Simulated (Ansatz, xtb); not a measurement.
Two isomers of C6H4FNO

Structure I: `Fc1cc2occc2[nH]1`, a singlet. Structure II: `N#CC1=COC=C(F)C1`, a singlet. Both are isolated molecules in the gas phase, relaxed with B3LYP/def2-SVP.

I (Å):

```xyz
13

C    -0.7451    2.1751    1.7798
C    -1.2540    1.4843    0.6974
C    -0.4761    0.2896    0.6933
C     0.6375   -1.5739    0.5743
C     1.1748   -0.9242    1.6584
C     0.4392    0.3004    1.7324
F    -1.0981    3.3621    2.2569
N     0.2666    1.4908    2.4151
O    -0.3651   -0.8529   -0.0240
H    -2.0528    1.8129    0.0397
H     0.8615   -2.5345    0.1189
H     1.9783   -1.2934    2.2913
H     0.7655    1.8295    3.2269
```

II (Å):

```yaml
atoms:
  - { symbol: C, position_ang: [-0.7092, 2.6817, 1.5695] }
  - { symbol: C, position_ang: [-0.3456, 1.3269, 1.3019] }
  - { symbol: C, position_ang: [-0.7535, 0.7497, 0.1475] }
  - { symbol: C, position_ang: [0.2795, -1.2767, 0.6508] }
  - { symbol: C, position_ang: [0.7316, -0.8036, 1.8150] }
  - { symbol: C, position_ang: [0.4901, 0.5795, 2.3293] }
  - { symbol: F, position_ang: [1.4607, -1.5911, 2.6161] }
  - { symbol: N, position_ang: [-0.9879, 3.7827, 1.8178] }
  - { symbol: O, position_ang: [-0.4751, -0.5142, -0.2146] }
  - { symbol: H, position_ang: [-1.3535, 1.2706, -0.6004] }
  - { symbol: H, position_ang: [0.4615, -2.2863, 0.2862] }
  - { symbol: H, position_ang: [1.4538, 1.0917, 2.5125] }
  - { symbol: H, position_ang: [-0.0216, 0.5377, 3.3097] }
```

Quicker runs give these differences E(II) − E(I): GFN2-xTB +36.8 kcal/mol; HF/STO-3G +8.0 kcal/mol (at GFN2-xTB geometries); r2SCAN-D4/def2-SVP +16.0 kcal/mol (at GFN2-xTB geometries).

Q: Estimate E(II) − E(I) at the level CCSD(T)/def2-SVP + ΔMP2/def2-TZVPP.

A: Calculated at CCSD(T)/def2-SVP + ΔMP2/def2-TZVPP: E(II) − E(I) = +3.0 kcal/mol, so structure I lies lower.

How the difference moves with the method:

```
                             level        geometry  E(II) − E(I) (kcal/mol)  departure from the last row (kcal/mol)  job, with rough time for the two
                          GFN2-xTB        GFN2-xTB                     +36.8                                   +33.8              optimisation, 0.11 s
                         HF/STO-3G        GFN2-xTB                      +8.0                                    +5.1              single point, 0.44 s
                r2SCAN-D4/def2-SVP        GFN2-xTB                     +16.0                                   +13.0               single point, 4.4 s
                    B3LYP/def2-SVP  B3LYP/def2-SVP                     +10.0                                    +7.0                optimisation, 29 s
                       HF/def2-SVP  B3LYP/def2-SVP                      −3.0                                    −5.9           part of the CCSD(T) run
                      MP2/def2-SVP  B3LYP/def2-SVP                      +8.7                                    +5.8           part of the CCSD(T) run
                  CCSD(T)/def2-SVP  B3LYP/def2-SVP                      +2.4                                    −0.5                      single point
CCSD(T)/def2-SVP + ΔMP2/def2-TZVPP  B3LYP/def2-SVP                      +3.0                                                     single point, 1.9 min
```

As drawn, II has 1 C≡N, 3 C–C, 2 C=C, 2 C–O, 1 C–H in place of 5 C∷C, 2 C∷O, 2 C∷N, 1 N–H (∷ is an aromatic bond). Structure I has 2 5-membered rings (with an aromatic ring), II a 6-membered ring.

HF/def2-SVP puts the two in the other order. The largest departure from CCSD(T)/def2-SVP + ΔMP2/def2-TZVPP is that of GFN2-xTB, 33.8 kcal/mol. The last row adds to CCSD(T) the change of the MP2 difference between the two basis sets, here +0.5 kcal/mol.

With thermal terms from frequencies at re-optimised GFN2-xTB minima (ideal gas, soft modes damped towards free rotors, one conformer each, 298.15 K, 1 atm): the zero-point term adds −1.7 kcal/mol; ΔH is +2.1 and ΔG 0.0 kcal/mol. In free energy the two are nearly level.

The correlated steps freeze 9 core orbitals. Programs: Ansatz 0.2.0, xtb 6.7.1; the last row on 4 threads of Arm Neoverse V2 on a shared host.
